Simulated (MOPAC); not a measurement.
Job for MOPAC: PM3 on BFH2O (SMILES OBF), a point of a bond scan (R = 2.655 Å).

```
PM3 1SCF PRECISE CHARGE=0 THREADS=1
BFH2O

B     -0.35597186 1    -0.16970641 1    -0.21957831 1
H     -1.28437305 1    -0.66736312 1    -0.78003284 1
F      0.07134476 1     2.43627403 1    -0.48933947 1
O      0.50508287 1    -0.86058104 1     0.55608247 1
H      0.30439133 1    -1.79901087 1     0.61939460 1
```

The log:

```
*******************************************************************************
 **                                                                           **
 **                              MOPAC v23.2.5                                **
 **                                                                           **
 *******************************************************************************
 ** MOPAC's Digital Object Identifier: https://doi.org/10.5281/zenodo.6511958 **
 **                                                                           **
 ** Please cite the open-source release paper for use of this MOPAC version:  **
 ** J. E. Moussa and J. J. P. Stewart (2026)                                  **
 ** MOPAC: An open-source semiempirical molecular orbital program             **
 ** J. Open Source Softw., 11(119), 8025, https://doi.org/10.21105/joss.08025 **
 *******************************************************************************

                              PM3 CALCULATION RESULTS

 *******************************************************************************
 *  PM3        - The PM3 Hamiltonian to be used
 *
 *
 *
 *                 CHARGE ON SYSTEM = 0
 *
 *
 *
 *  PRECISE    - TIGHTER CRITERIA TO BE USED
 *  1SCF       - DO 1 SCF AND THEN STOP
 *  THREADS=1  - MULTI-THREADING NOT USED
 *  T=         - A TIME OF 172800.0 SECONDS REQUESTED
 *  DUMP=N     - RESTART FILE WRITTEN EVERY 7200.0 SECONDS REQUESTED
 *******************************************************************************
PM3 1SCF PRECISE CHARGE=0 THREADS=1
 BFH2O

   ATOM   CHEMICAL          X               Y               Z
  NUMBER   SYMBOL      (ANGSTROMS)     (ANGSTROMS)     (ANGSTROMS)

     1       B         -0.35597186  *  -0.16970641  *  -0.21957831  *
     2       H         -1.28437305  *  -0.66736312  *  -0.78003284  *
     3       F          0.07134476  *   2.43627403  *  -0.48933947  *
     4       O          0.50508287  *  -0.86058104  *   0.55608247  *
     5       H          0.30439133  *  -1.79901087  *   0.61939460  *



          CARTESIAN COORDINATES

    NO.       ATOM           X           Y           Z

     1         B         -0.3560     -0.1697     -0.2196
     2         H         -1.2844     -0.6674     -0.7800
     3         F          0.0713      2.4363     -0.4893
     4         O          0.5051     -0.8606      0.5561
     5         H          0.3044     -1.7990      0.6194

  H: (PM3): J. J. P. STEWART, J. COMP. CHEM. 10, 209 (1989).
  B: (PM3): J. J. P. STEWART, J. MOL. MOD., 10, 155-164 (2004)
  O: (PM3): J. J. P. STEWART, J. COMP. CHEM. 10, 209 (1989).
  F: (PM3): J. J. P. STEWART, J. COMP. CHEM. 10, 209 (1989).

           Empirical Formula: H2 O B F  =     5 atoms



      MOLECULAR POINT GROUP   :   Cs


      RHF CALCULATION, NO. OF DOUBLY OCCUPIED LEVELS = 9


 -------------------------------------------------------------------------------
 PM3 1SCF PRECISE CHARGE=0 THREADS=1
 BFH2O



     1SCF WAS SPECIFIED, SO BFGS WAS NOT USED
     SCF FIELD WAS ACHIEVED


                              PM3 CALCULATION
                                                       MOPAC v23.2.5 Linux




          FINAL HEAT OF FORMATION =         23.08718 KCAL/MOL =      96.59675 KJ/MOL


          COSMO AREA              =         87.69 SQUARE ANGSTROMS
          COSMO VOLUME            =         66.33 CUBIC ANGSTROMS

          IONIZATION POTENTIAL    =         10.460977 EV
          HOMO LUMO ENERGIES (EV) =        -10.461 -2.720
          NO. OF FILLED LEVELS    =          9
          MOLECULAR WEIGHT        =         47.8236         POINT GROUP:  Cs

          MOLECULAR DIMENSIONS (Angstroms)

            Atom       Atom       Distance
            H     5    F     3     4.38420
            O     4    H     2     2.15423
            O     4    H     5     0.00000


          SCF CALCULATIONS        =          1





   ATOM   CHEMICAL          X               Y               Z
  NUMBER   SYMBOL      (ANGSTROMS)     (ANGSTROMS)     (ANGSTROMS)

     1       B         -0.35597186  *  -0.16970641  *  -0.21957831  *
     2       H         -1.28437305  *  -0.66736312  *  -0.78003284  *
     3       F          0.07134476  *   2.43627403  *  -0.48933947  *
     4       O          0.50508287  *  -0.86058104  *   0.55608247  *
     5       H          0.30439133  *  -1.79901087  *   0.61939460  *

                             CARTESIAN COORDINATES

   1    B       -0.355971860    -0.169706410    -0.219578310
   2    H       -1.284373050    -0.667363120    -0.780032840
   3    F        0.071344760     2.436274030    -0.489339470
   4    O        0.505082870    -0.860581040     0.556082470
   5    H        0.304391330    -1.799010870     0.619394600


           Empirical Formula: H2 O B F  =     5 atoms



      MOLECULAR POINT GROUP   :   Cs


                  EIGENVALUES
 -40.69938 -23.32105 -20.29860 -16.40483 -16.13028 -15.40841 -12.12523 -12.12192
 -10.46098  -2.71975  -0.31805   1.26611   1.90974   3.53573


              NET ATOMIC CHARGES AND DIPOLE CONTRIBUTIONS

  ATOM NO.   TYPE          CHARGE      No. of ELECS.   s-Pop       p-Pop
    1          B           0.101889        2.8981     1.24902     1.64909
    2          H           0.193157        0.8068     0.80684
    3          F          -0.417656        7.4177     1.97052     5.44713
    4          O          -0.135324        6.1353     1.69200     4.44332
    5          H           0.257933        0.7421     0.74207
 DIPOLE           X         Y         Z       TOTAL
 POINT-CHG.    -1.460    -7.259     0.556     7.425
 HYBRID         0.315    -0.576     0.356     0.746
 SUM           -1.145    -7.835     0.912     7.970


          ATOMIC ORBITAL ELECTRON POPULATIONS

     Atom    s        px        py        pz
    1  B   1.24902   0.59079   0.56699   0.49131
    2  H   0.80684
    3  F   1.97052   1.99022   1.46800   1.98892
    4  O   1.69200   1.61094   1.23603   1.59635
    5  H   0.74207

 **********************
 *                    *
 * JOB ENDED NORMALLY *
 *                    *
 **********************




 == MOPAC DONE ==
```

The run finished.

Cost: about 0.020 core-seconds (a rough figure).
